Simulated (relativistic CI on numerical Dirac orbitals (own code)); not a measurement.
**Zr39+: computed level list**

Computed by Dirac equation for one electron, model QED (radiative potential, 1s self-energy scaled to tabulated hydrogen-like ionisation energies) (own radial code, finite nucleus).

Configuration list: 1s, 2s, 2p, 3s, 3p, 3d, 4s, 4p, 4d, 4f, 5s, 5p, 5d, 5f, 5g, 6s, 6p, 6d. Levels of other configurations are missing.

The lowest level is 1s ²S1/2, with 100 % of that term; Hund's rules for 1s give ²S with J = 1/2, in agreement.

| No. | Configuration | Term | J | E (10³ cm⁻¹) | % | Landé g | Lifetime (s) |
| --- | --- | --- | --- | --- | --- | --- | --- |
| 1 | 1s | ²S | 1/2 | 0 | 100 | 1.944 |  |
| 2 | 2p | ²P° | 1/2 | 134233 | 100 | 0.651 | 6.17e-16 |
| 3 | 2s | ²S | 1/2 | 134253 | 100 | 1.988 |  |
| 4 | 2p | ²P° | 3/2 | 135222 | 100 | 1.323 | 6.36e-16 |
| 5 | 3p | ²P° | 1/2 | 159409 | 100 | 0.659 | 2.07e-15 |
| 6 | 3s | ²S | 1/2 | 159415 | 100 | 1.996 | 5.23e-14 |
| 7 | 3d | ²D | 3/2 | 159702 | 100 | 0.794 | 5.78e-15 |
| 8 | 3p | ²P° | 3/2 | 159703 | 100 | 1.329 | 2.08e-15 |
| 9 | 3d | ²D | 5/2 | 159796 | 100 | 1.196 | 5.97e-15 |
| 10 | 4p | ²P° | 1/2 | 168180 | 100 | 0.662 | 4.87e-15 |
| 11 | 4s | ²S | 1/2 | 168183 | 100 | 1.999 | 7.59e-14 |
| 12 | 4d | ²D | 3/2 | 168304 | 100 | 0.797 | 1.34e-14 |
| 13 | 4p | ²P° | 3/2 | 168304 | 100 | 1.331 | 4.84e-15 |
| 14 | 4f | ²F° | 5/2 | 168343 | 100 | 0.854 | 2.78e-14 |
| 15 | 4d | ²D | 5/2 | 168343 | 100 | 1.198 | 1.39e-14 |
| 16 | 4f | ²F° | 7/2 | 168363 | 100 | 1.140 | 2.81e-14 |
| 17 | 5p | ²P° | 1/2 | 172223 | 100 | 0.664 | 9.48e-15 |
| 18 | 5s | ²S | 1/2 | 172224 | 100 | 2.000 | 1.19e-13 |
| 19 | 5d | ²D | 3/2 | 172286 | 100 | 0.798 | 2.57e-14 |
| 20 | 5p | ²P° | 3/2 | 172286 | 100 | 1.332 | 9.38e-15 |
| 21 | 5f | ²F° | 5/2 | 172306 | 100 | 0.855 | 5.37e-14 |
| 22 | 5d | ²D | 5/2 | 172306 | 100 | 1.199 | 2.67e-14 |
| 23 | 5g | ²G | 7/2 | 172316 | 100 | 0.887 | 9.10e-14 |
| 24 | 5f | ²F° | 7/2 | 172316 | 100 | 1.141 | 5.43e-14 |
| 25 | 5g | ²G | 9/2 | 172322 | 100 | 1.110 | 9.14e-14 |
| 26 | 6p | ²P° | 1/2 | 174411 | 100 | 0.664 | 1.63e-14 |
| 27 | 6s | ²S | 1/2 | 174412 | 100 | 2.001 | 1.82e-13 |
| 28 | 6d | ²D | 3/2 | 174448 | 100 | 0.798 | 4.39e-14 |
| 29 | 6p | ²P° | 3/2 | 174448 | 100 | 1.333 | 1.61e-14 |
| 30 | 6d | ²D | 5/2 | 174459 | 100 | 1.199 | 4.55e-14 |

Energies count from the lowest computed level; ° marks odd parity; lifetimes are radiative, by E1, M1, E2, M2 decay to levels of this space only; some are left blank where a channel outside the calculation adds to the decay or the decay crosses a small, uncertain gap.
